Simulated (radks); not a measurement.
Problem. Radial electron density D(r) = 4 pi r^2 rho(r) of an atom or ion with 1 electrons. Method: non-relativistic Kohn-Sham, MS2 meta-GGA, spin-polarised, spherical densities, point nucleus; meta-GGA in the generalised Kohn-Sham scheme; computed with a radial shooting solver on a logarithmic mesh with Libxc functionals.

r (bohr),D(r) (e/bohr)
0.03951,0.04319
0.046,0.05702
0.05355,0.07497
0.06234,0.09806
0.07258,0.1275
0.08449,0.1647
0.09836,0.2111
0.1145,0.2680
0.1322,0.3328
0.154,0.4131
0.1792,0.5055
0.2086,0.6081
0.2429,0.7175
0.2828,0.8275
0.3292,0.9295
0.3832,1.013
0.4461,1.065
0.5194,1.074
0.6046,1.033
0.7039,0.9404
0.8195,0.8026
0.954,0.6360
1.111,0.4626
1.293,0.3048
1.505,0.1793
1.752,0.09255
2.04,0.04107
2.375,0.01528
2.765,0.004635

What is the nuclear charge?

Solution. Z = 2. The innermost maximum, from 1s, lies near 1/Z = 0.5 bohr (found: 0.495), and its height grows with Z. The density is that of the helium ion He+ in 1s1; the configuration itself is not fixed sharply by these data. D(r) has 1 maximum, at r = 0.495 bohr.
